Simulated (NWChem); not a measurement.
System: C$_{2}$H$_{3}$BCl$_{2}$; SMILES C=CB(Cl)Cl

```xyz
8

B     -0.1084    -0.1118     0.0007
Cl    -0.4711    -1.8285     0.0001
Cl     1.5803     0.3752    -0.0006
C     -1.2549     0.9233     0.0021
C     -1.0493     2.2497    -0.0015
H     -2.2860     0.5508     0.0056
H     -1.8759     2.9678    -0.0010
H     -0.0355     2.6641    -0.0052
```
Atoms are numbered in this order, from 1.

Program: NWChem. STO-3G and 3-21G are far too small for this property and stand as cheap habits. Structure relaxed at the PBE0/def2-SVP level. GIAO values for the isolated, static molecule; σ is the absolute isotropic shielding, δ = σ(reference) − σ with the isolated reference molecule computed at the same levels (11B: boron trifluoride, 13C: tetramethylsilane, 1H: tetramethylsilane).

For level BHandHLYP/pcSseg-1:

```
Quantity     Result
-----------  ------
δ B1 (ppm)     46.0
σ Cl2 (ppm)   713.4
σ Cl3 (ppm)   764.6
δ C4 (ppm)    143.4
δ C5 (ppm)    158.7
δ H6 (ppm)     6.39
δ H7 (ppm)     6.74
```

Estimate the same quantities for level Hartree-Fock/STO-3G.


| Item | Value |
|---|---|
| δ B1 (ppm) | 50.2 |
| σ Cl2 (ppm) | 1025.6 |
| σ Cl3 (ppm) | 1036.1 |
| δ C4 (ppm) | 120.8 |
| δ C5 (ppm) | 140.3 |
| δ H6 (ppm) | 6.93 |
| δ H7 (ppm) | 7.37 |
